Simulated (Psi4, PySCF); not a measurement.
Here is a job for PySCF.
```python
from pyscf import gto, scf, mp

mol = gto.Mole()
mol.atom = '''
    C     0.31713830    0.54782505   -0.19540831
    C    -0.03599745   -0.70869134    0.06198081
    O     0.81236598    1.62949696    0.08359265
    O    -1.13968581   -1.34581562    0.02327185
    H     0.93171368   -1.30425298   -0.05435090
'''
mol.basis = 'sto-3g'
mol.charge = -1
mol.verbose = 4
mol.build()

mf = scf.RHF(mol)
mf.kernel()

pt = mp.MP2(mf, frozen=4)
pt.kernel()
print('E(MP2) = %.10f' % pt.e_tot)
```

Question: Give the equivalent Psi4 input.

Answer: Several could match; the one computed here: 
```
memory 2 GB

molecule mol {
-1 1
C     0.317138    0.547825   -0.195408
C    -0.035997   -0.708691    0.061981
O     0.812366    1.629497    0.083593
O    -1.139686   -1.345816    0.023272
H     0.931714   -1.304253   -0.054351
}

set {
  basis sto-3g
  reference rhf
  freeze_core true
  mp2_type conv
  scf_type pk
  puream true
  d_convergence 1e-8
}

energy('mp2')
print_variables()
```

Both were run: PySCF gave -222.984704 Eh and Psi4 -222.984704 Eh, 0.000 mEh apart.
